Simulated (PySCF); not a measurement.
Si(F)(H)2(SH) (FH₃SSi), SMILES F[SiH2]S. Atoms are numbered in the order given.

```xyz
6

Si    -0.6090    -0.4741    -0.0059
F     -1.5688     0.7737     0.2998
S      1.4242     0.1153    -0.2204
H     -0.7718    -1.4115     1.1192
H     -1.0026    -1.0486    -1.3036
H      1.6330     0.2895     1.0965
```

Geometry optimised at B3LYP-D3(BJ)/def2-TZVP. One conformer was computed; it need not be the lowest.

All values below come from PySCF with TDA-ωB97X/def2-SVPD.

Vertical excitations. 

Give excitation energies, oscillator strengths and character. (Estimate from the structure and the level; the computed values follow.)


| state | energy (eV) | λ (nm) | f | main pairs |
|---|---|---|---|---|
| S1 | 6.52 | 190 | 0.005 | HOMO→LUMO 57 %, HOMO→LUMO+2 25 % |
| S2 | 7.25 | 171 | 0.041 | HOMO→LUMO+2 46 %, HOMO→LUMO 36 % |
| S3 | 7.64 | 162 | 0.048 | HOMO→LUMO+1 76 % |
| S4 | 8.35 | 148 | 0.011 | HOMO−1→LUMO 40 %, HOMO→LUMO+6 13 %, HOMO→LUMO+4 13 %, HOMO→LUMO+7 8 % |
| S5 | 8.46 | 147 | 0.022 | HOMO−1→LUMO 46 %, HOMO→LUMO+4 16 %, HOMO→LUMO+5 9 %, HOMO→LUMO+7 7 % |
| S6 | 8.71 | 142 | 0.036 | HOMO−1→LUMO+1 59 %, HOMO−1→LUMO+2 10 % |
| S7 | 8.86 | 140 | 0.036 | HOMO−2→LUMO+1 49 %, HOMO−2→LUMO 13 %, HOMO−2→LUMO+2 11 % |
| S8 | 8.96 | 138 | 0.007 | HOMO→LUMO+4 45 %, HOMO→LUMO+7 18 %, HOMO→LUMO+6 12 % |
| S9 | 9.09 | 136 | 0.047 | HOMO−2→LUMO 24 %, HOMO−2→LUMO+1 16 %, HOMO−1→LUMO+2 9 %, HOMO→LUMO+6 8 % |
| S10 | 9.12 | 136 | 0.027 | HOMO→LUMO+3 48 %, HOMO−1→LUMO+1 12 %, HOMO−2→LUMO 8 % |
| T1 | 6.10 | 203 | 0 | HOMO→LUMO 59 %, HOMO→LUMO+2 17 % |
| T2 | 6.79 | 183 | 0 | HOMO→LUMO+2 55 %, HOMO→LUMO 25 % |
| T3 | 7.09 | 175 | 0 | HOMO→LUMO+1 82 % |
| T4 | 7.67 | 162 | 0 | HOMO−1→LUMO 35 %, HOMO−1→LUMO+2 33 %, HOMO−1→LUMO+5 8 % |
Triplets are in the Tamm–Dancoff approximation.
